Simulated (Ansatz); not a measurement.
LiO, multiplicity 2 (the spin of the measured ground state), most abundant isotopes (7.0160 and 15.9949 u). Constants from fifth-degree fits in 1/R to seven points on the lowest solution found; no spin–orbit coupling, no relativity up to Kr; ω_e x_e and α_e move by some per cent with the fit.

Correlated levels freeze the inner cores; with def2 sets outer-core shells near the valence are correlated too.

The values were computed with Ansatz (Gaussian orbitals). Values without a source in brackets are computed.

| level | r_e (Å) | ω_e (cm⁻¹) | ω_e x_e (cm⁻¹) | α_e (cm⁻¹) |
|---|---|---|---|---|
| PBE/def2-TZVPP | 1.6990 | 797.8 | 7.16 | 0.0182 |
| CCSD(T)/def2-QZVPP | 1.6976 | 806.3 | 6.77 | 0.0173 |

D_e from total energies of the atoms and the molecule: 3.72 eV at PBE/def2-TZVPP; 3.56 eV at CCSD(T)/def2-QZVPP.

Problem. Derive the rotational constants, the centrifugal constant, the fundamental, the zero-point energy and the force constant, and test the Morse rule for the well depth.

Solution. 
μ = 4.87683 u.
- PBE/def2-TZVPP: B_e = 16.8576/(μ r_e²) = 1.1975 cm⁻¹; B₀ = B_e − α_e/2 = 1.1884 cm⁻¹; D = 4B_e³/ω_e² = 1.08e-05 cm⁻¹; fundamental ω_e − 2ω_e x_e = 783 cm⁻¹; zero-point energy ω_e/2 − ω_e x_e/4 = 397 cm⁻¹; k = μ(2πcω_e)² = 183 N/m; a Morse well would hold ω_e²/(4ω_e x_e) = 2.75 eV against the computed D_e of 3.72 eV
- CCSD(T)/def2-QZVPP: B_e = 16.8576/(μ r_e²) = 1.1995 cm⁻¹; B₀ = B_e − α_e/2 = 1.1908 cm⁻¹; D = 4B_e³/ω_e² = 1.06e-05 cm⁻¹; fundamental ω_e − 2ω_e x_e = 793 cm⁻¹; zero-point energy ω_e/2 − ω_e x_e/4 = 401 cm⁻¹; k = μ(2πcω_e)² = 187 N/m; a Morse well would hold ω_e²/(4ω_e x_e) = 2.98 eV against the computed D_e of 3.56 eV

Measured for the ground state: r_e 1.688 Å [NIST CCCBDB]; ω_e 814.62 cm⁻¹ [Irikura, J. Phys. Chem. Ref. Data 36, 389 (2007)].

Ansatz is a quantum-chemistry and plane-wave program.
